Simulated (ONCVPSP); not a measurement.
copper (Cu): ONCV pseudisation with PBE, non-relativistic reference atom.

| Property | Result |
| --- | --- |
| Element | Cu (Z = 29) |
| Generator | ONCVPSP 4.0.1 |
| Type | optimised norm-conserving Vanderbilt (ONCV) |
| Functional | PBE |
| Relativity | non-relativistic |
| Frozen core | [Ne] |
| Valence charge | 19 |
| Reference configuration | 3s2 3p6 3d10 4s0.5 (charge +0.5) |
| Partial waves | 3s+4s: rc 1.34 bohr, ncon 4, nbas 8, qcut 7 1/bohr, 2 projectors; 3p: rc 0.70 bohr, ncon 4, nbas 7, qcut 13.3 1/bohr, 1 projector; 3d: rc 1.20 bohr, ncon 4, nbas 9, qcut 13.3 1/bohr, 2 projectors, debl 0.6 Ha |
| Local potential | polynomial inside 0.50 bohr (lpopt 4, dvloc0 6 Ha) |
| Core correction | none |

Poles of the logarithmic derivatives, all-electron (AE) and pseudo (PS). s: poles at -3.9 (AE) and -3.9 (PS) Ha. p: poles at no energy (AE) and no energy (PS) Ha. d: poles at 0.8 (AE) and 0.8 (PS) Ha. Test radii: s 1.36, p 0.71, d 1.21 bohr.

- Cutoffs needed: 84 Ha and 243 Ha (the cutoffs (Ha) at which the residual kinetic energy of the hardest occupied pseudo-wave falls to 1 and 0.1 mHa per electron)
- Ghost test: no bound ghost flagged; no localised positive-energy state flagged
- Largest excitation error: +41 meV (all-electron minus pseudo) for 3s2 3p6 3d8 4s0, out of 4 test configurations
